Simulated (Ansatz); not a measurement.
Consider the cleavage of the Sn–Al bond: `[OH][Al]([SiH3])[SnH3]` + `N[SiH](O)F` → `N[SiH](F)[O][SnH3]` + `[OH][AlH][SiH3]`.

Computed with Ansatz on PBE0-D4/def2-TZVP structures; ΔE is electronic, products minus reactants. CCSD(T)/CBS is the MP2 limit (def2-TZVPP, def2-QZVPP) plus CCSD(T) − MP2 in def2-TZVPP, frozen cores. This one scheme is used for every species. Elements past krypton have def2 core potentials. For Sn outer-core shells are correlated without core-valence functions, which leaves a few kJ/mol of doubt a bond. One conformer a species, not always the lowest.

```tsv
species	HF/def2-QZVPP energy (Eh)
`[OH][Al]([SiH3])[SnH3]`	-823.25523
`N[SiH](O)F`	-520.32087
`N[SiH](F)[O][SnH3]`	-734.83582
`[OH][AlH][SiH3]`	-608.74284
```

Question: Work out ΔE.

Answer: ΔE = (-734.83582) + (-608.74284) − (-823.25523) − (-520.32087) = -0.00256 Eh = -6.7 kJ/mol. CCSD(T)/CBS gives +8.5 kJ/mol.

Largest T1 diagnostic among the species: 0.014.

In def2-TZVPP, CCSD(T) changes the Hartree–Fock value by +12.3 kJ/mol (the triples alone add +0.2 kJ/mol) and MP2 by +11.9 kJ/mol. The D4 term adds −4.3 kJ/mol with B3LYP and −2.2 kJ/mol with PBE0; it sums over pairs of atoms, weighted by their polarisabilities, and B3LYP, whose exchange is more repulsive, gets the larger term.

B3LYP here is the variant with VWN-RPA as its local correlation; programs differ in this.
